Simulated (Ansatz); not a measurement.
BrF3Zr (`[F][Zr]([F])([F])[Br]`), 5 atoms. Charge 0, multiplicity 1. Correlated methods include outer-core shells of Br, Zr, which these sets cover unevenly. Scalar relativity is left out up to krypton. Zr takes the def2 core potential. All runs use 4 threads of an Arm Neoverse V2 on a shared host. Correlated methods freeze the cores.

(1) Give the basis size and wall time and peak host memory of each of these runs in Ansatz. RKS ωB97X-V/def2-TZVPP energy; RKS PBE-QIDH (frozen core)/def2-TZVPP energy; RKS PBE0-D4/def2-QZVPP energy; RKS revPBE-D4/def2-TZVPP energy; RHF-MP2/def2-QZVPP energy; RKS PBE0-D4/def2-TZVP relaxation (4 steps); RHF-CCSD(T)/def2-SVP energy; RKS ωB97M-V/def2-SVP energy; direct RPA on PBE orbitals/def2-TZVPP energy; RKS PBE0-D4/def2-SVP energy; RKS r2SCAN-D4/def2-TZVPP energy and forces; RKS PBE0-D4/def2-TZVP frequencies. (An estimate is asked.)

Results:

(1) The calculation gave: Other jobs shared the machine, so times are rough.

```
                                level                   job  functions  wall time  peak host memory (GiB)
                 RKS PBE0-D4/def2-SVP                energy        105      1.5 s                    0.38
             RKS revPBE-D4/def2-TZVPP                energy        197      2.1 s                    0.23
direct RPA on PBE orbitals/def2-TZVPP                energy        197      4.4 s                    0.41
             RKS r2SCAN-D4/def2-TZVPP     energy and forces        197      4.7 s                    0.26
RKS PBE-QIDH (frozen core)/def2-TZVPP                energy        197        5 s                    0.47
               RKS PBE0-D4/def2-QZVPP                energy        341      6.5 s                     1.1
                 RKS ωB97M-V/def2-SVP                energy        105        7 s                    0.38
               RKS ωB97X-V/def2-TZVPP                energy        197      8.5 s                    0.64
                 RHF-CCSD(T)/def2-SVP                energy        105       12 s                    0.55
                   RHF-MP2/def2-QZVPP                energy        341       12 s                     1.3
                RKS PBE0-D4/def2-TZVP  relaxation (4 steps)        181       18 s                    0.47
                RKS PBE0-D4/def2-TZVP           frequencies        181       77 s                    0.47
```
